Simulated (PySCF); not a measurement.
Vertical excitations of a molecule C3H4ClF from TDA-PBE/def2-SVPD in PySCF 2.14.0, as energy in eV (oscillator strength): 6.21 (0.003), 6.55 (0.008), 7.03 (0.014), 7.21 (0.025), 7.41 (0.003), 7.61 (0.019), 7.67 (0.006), 7.67 (0.025), 7.95 (0.033), 8.05 (0.007). Lowest triplet (TDA): 5.64 eV. Geometry optimised at PBE0-D3(BJ)/def2-SVP. Other conformers were not sampled.

Identify the compound among the candidates.
A) FC1(Cl)CC1
B) C/C(Cl)=C\F
C) F[C@@H]1C[C@H]1Cl
D) C/C(F)=C\Cl

C, F[C@@H]1C[C@H]1Cl
